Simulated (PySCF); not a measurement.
C5H4N (SMILES [c]1ccccn1), doublet, geometry from GFN2-xTB, with bond 8-4 at 1.4 times its length. Base run: CASSCF(3,5)/STO-3G (PySCF).

Input for PySCF:
```python
from pyscf import gto, scf, mcscf
import numpy

mol = gto.M(
    atom='''
N    -0.009646    0.061766    1.393124
C     0.010521    0.055636   -1.321519
C     0.008431    1.160032    0.736522
C    -0.019021   -1.107854    0.767670
C    -0.009113   -1.142198   -0.616401
C     0.019967    1.266558   -0.639064
H     0.018514    0.049613   -2.403086
H    -0.040388   -2.357372    1.622064
H    -0.016590   -2.088167   -1.136254
H     0.035170    2.213512   -1.153731
''',
    basis='sto-3g',
    charge=0,
    spin=1,
    verbose=4,
)

mf = scf.ROHF(mol)
mf.kernel()
mc = mcscf.CASSCF(mf, 5, 3)
mc.fix_spin_(ss=0.75)
mc.kernel()
occ = numpy.linalg.eigvalsh(mc.fcisolver.make_rdm1(mc.ci, mc.ncas, mc.nelecas))[::-1]
ss = mc.fcisolver.spin_square(mc.ci, mc.ncas, mc.nelecas)[0]
print('natural occupations', occ.round(4), ' <S^2>', round(ss, 4))
```

Each row names what was changed in the base input (with any setting that the change needs).

```json
[
 {"change": "base", "ΔE vs base (kcal/mol)": "0.000", "natural occupations": "1.94 1.00 0.05 0.01 0.00", "<S^2> of the state": "0.75"},
 {"change": "active space = 5 electrons, 4 orbitals", "ΔE vs base (kcal/mol)": "-0.69", "natural occupations": "1.99 1.94 1.00 0.06", "<S^2> of the state": "0.75"},
 {"change": "active space = 3 electrons, 3 orbitals", "ΔE vs base (kcal/mol)": "2.86", "natural occupations": "1.94 1.00 0.06", "<S^2> of the state": "0.75"},
 {"change": "active space = 9 electrons, 7 orbitals", "ΔE vs base (kcal/mol)": "-30.97", "natural occupations": "2.00 1.98 1.92 1.91 1.01 0.09 0.09", "<S^2> of the state": "0.75"},
 {"change": "state_average = 2 states", "ΔE vs base (kcal/mol)": "3.21", "natural occupations": "-", "<S^2> of the state": "-"},
 {"change": "correction = SC-NEVPT2", "ΔE vs base (kcal/mol)": "-206.9", "natural occupations": "1.94 1.00 0.05 0.01 0.00", "<S^2> of the state": "0.75"},
 {"change": "fix_spin_ = off", "ΔE vs base (kcal/mol)": "0.000", "natural occupations": "1.94 1.00 0.05 0.01 0.00", "<S^2> of the state": "0.75"},
 {"change": "solver = newton", "ΔE vs base (kcal/mol)": "-1.07", "natural occupations": "1.94 1.00 0.06 0.01 0.00", "<S^2> of the state": "0.75"},
 {"change": "active space = 9 electrons, 9 orbitals", "ΔE vs base (kcal/mol)": "-80.1", "natural occupations": "1.94 1.92 1.87 1.86 1.00 0.14 0.13 0.08 0.06", "<S^2> of the state": "0.75"},
 {"change": "conv_tol = 1e-5", "ΔE vs base (kcal/mol)": "0.012", "natural occupations": "1.94 1.00 0.05 0.01 0.00", "<S^2> of the state": "0.75"},
 {"change": "orbitals = fixed (CASCI); correction = SC-NEVPT2", "ΔE vs base (kcal/mol)": "-205.0", "natural occupations": "1.94 1.00 0.05 0.01 0.00", "<S^2> of the state": "0.75"}
]
```

Active orbitals are taken around the Fermi level unless the row says otherwise; CASSCF can end in different local minima, and two programs can end on different orbitals. State-averaged rows give the lowest state.

Open shells are given as the SCF converged; they aren't shown to be the lowest states, and a large step between rows can be another state.
